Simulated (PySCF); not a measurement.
CH6BeOSi (SMILES [CH3][Be][O][SiH3]), singlet, at a GFN2-xTB geometry (such geometries of metal compounds can be far from the true shape); DF-B3LYP/6-31G* (PySCF).

Here is a job for PySCF.
```python
from pyscf import gto, scf, dft

mol = gto.M(
    atom='''
Be   -0.698584    0.523741    0.874658
C    -1.674949    1.255739    2.097110
H    -1.981242    0.569743    2.884012
H    -2.603569    1.680533    1.721828
H    -1.185054    2.075495    2.618285
O     0.095734   -0.071773   -0.119863
Si    1.007662   -0.755462   -1.261637
H     0.103909   -1.516075   -2.126068
H     1.967358   -1.621306   -0.574731
H     1.669487    0.332870   -1.982790
''',
    basis='6-31g*',
    charge=0,
    spin=0,
    verbose=4,
    max_memory=1800,
)

mf = dft.RKS(mol)
mf.xc = 'b3lyp'
mf = mf.density_fit(auxbasis='def2-universal-jkfit')
mf.kernel()
```

What the program printed (banner, timings and long lists left out):

```
PySCF version 2.14.0

[INPUT] verbose = 4
[INPUT] num. atoms = 10
[INPUT] num. electrons = 38
[INPUT] charge = 0
[INPUT] spin (= nelec alpha-beta = 2S) = 0
[INPUT] symmetry False subgroup None
[INPUT] Mole.unit = angstrom
[INPUT] Symbol           X                Y                Z      unit          X                Y                Z       unit  Magmom
[INPUT]  1 Be    -0.698584000000   0.523741000000   0.874658000000 AA   -1.320132435003   0.989727050206   1.652864072660 Bohr   0.0
[INPUT]  2 C     -1.674949000000   1.255739000000   2.097110000000 AA   -3.165194882614   2.373002793935   3.962963553087 Bohr   0.0
[INPUT]  3 H     -1.981242000000   0.569743000000   2.884012000000 AA   -3.744004766486   1.076658231388   5.449992819959 Bohr   0.0
[INPUT]  4 H     -2.603569000000   1.680533000000   1.721828000000 AA   -4.920032356408   3.175747113294   3.253783353608 Bohr   0.0
[INPUT]  5 H     -1.185054000000   2.075495000000   2.618285000000 AA   -2.239427502820   3.922117122904   4.947841566057 Bohr   0.0
[INPUT]  6 O      0.095734000000  -0.071773000000  -0.119863000000 AA    0.180911040809  -0.135631313138  -0.226508242469 Bohr   0.0
[INPUT]  7 Si     1.007662000000  -0.755462000000  -1.261637000000 AA    1.904205206131  -1.427616277516  -2.384148398618 Bohr   0.0
[INPUT]  8 H      0.103909000000  -1.516075000000  -2.126068000000 AA    0.196359551877  -2.864966534300  -4.017686242202 Bohr   0.0
[INPUT]  9 H      1.967358000000  -1.621306000000  -0.574731000000 AA    3.717767808972  -3.063824304114  -1.086084185297 Bohr   0.0
[INPUT] 10 H      1.669487000000   0.332870000000  -1.982790000000 AA    3.154873198522   0.629033135084  -3.746930062526 Bohr   0.0

nuclear repulsion = 128.683225362207
number of shells = 38
number of NR pGTOs = 156
number of NR cGTOs = 72
basis = 6-31g*
ecp = {}

******** <class 'pyscf.df.df_jk.DFRKS'> ********
method = DFRKS
initial guess = minao
damping factor = 0
level_shift factor = 0
DIIS = <class 'pyscf.scf.diis.CDIIS'>
diis_start_cycle = 1
diis_space = 8
diis_damp = 0
SCF conv_tol = 1e-09
SCF conv_tol_grad = None
SCF max_cycles = 50
direct_scf = False
XC library pyscf.dft.libxc version 7.1.2
    S. Lehtola, C. Steigemann, M. J. T. Oliveira, and M. A. L. Marques,  SoftwareX 7, 1–5 (2018)
XC functionals = b3lyp
    P. J. Stephens, F. J. Devlin, C. F. Chabalowski, and M. J. Frisch,  J. Phys. Chem. 98, 11623 (1994)
radial grids:
    Treutler-Ahlrichs [JCP 102, 346 (1995); DOI:10.1063/1.469408] (M4) radial grids

becke partition: Becke, JCP 88, 2547 (1988); DOI:10.1063/1.454033
pruning grids: <function nwchem_prune>
grids dens level: 3
symmetrized grids: False
atomic radii adjust function: <function treutler_atomic_radii_adjust>
small_rho_cutoff = 0
Set gradient conv threshold to 3.16228e-05
Initial guess from minao.
tot grids = 119952
******** <class 'pyscf.df.df.DF'> ********
auxbasis = def2-universal-jkfit
init E= -421.298884110672
  HOMO = -0.365441389878312  LUMO = -0.0560751295904898  gap/eV = 8.41828
cycle= 1 E= -421.11722783917  delta_E= 0.182  |g|= 0.921  |ddm|= 2.89
  HOMO = -0.138565403059704  LUMO = 0.0341228768677544  gap/eV = 4.69909
cycle= 2 E= -420.668804755539  delta_E= 0.448  |g|= 1.72  |ddm|= 1.77
  HOMO = -0.272889692914845  LUMO = 0.00540427969308466  gap/eV = 7.57276
cycle= 3 E= -421.280690974246  delta_E= -0.612  |g|= 0.181  |ddm|= 1.25
  HOMO = -0.308522447576857  LUMO = 0.0106842146321013  gap/eV = 8.68606
cycle= 4 E= -421.287589721612  delta_E= -0.0069  |g|= 0.0714  |ddm|= 0.196
  HOMO = -0.296862570215345  LUMO = 0.0120690472177225  gap/eV = 8.40646
cycle= 5 E= -421.288907593794  delta_E= -0.00132  |g|= 0.00711  |ddm|= 0.0589
  HOMO = -0.296722574273324  LUMO = 0.0115249914635833  gap/eV = 8.38784
cycle= 6 E= -421.28892172329  delta_E= -1.41e-05  |g|= 0.00119  |ddm|= 0.00845
  HOMO = -0.296722097853116  LUMO = 0.0115998047336303  gap/eV = 8.38987
cycle= 7 E= -421.288922149072  delta_E= -4.26e-07  |g|= 0.000127  |ddm|= 0.00161
  HOMO = -0.296687763681887  LUMO = 0.0115833666600049  gap/eV = 8.38848
cycle= 8 E= -421.288922155488  delta_E= -6.42e-09  |g|= 1.89e-05  |ddm|= 0.000214
  HOMO = -0.296691748868907  LUMO = 0.0115814067582911  gap/eV = 8.38854
cycle= 9 E= -421.288922155598  delta_E= -1.1e-10  |g|= 4.6e-06  |ddm|= 2.69e-05
  HOMO = -0.296691554033675  LUMO = 0.0115823257666952  gap/eV = 8.38856
Extra cycle  E= -421.288922155598  delta_E= -2.27e-13  |g|= 5.68e-06  |ddm|= 8.82e-06
converged SCF energy = -421.288922155598
```
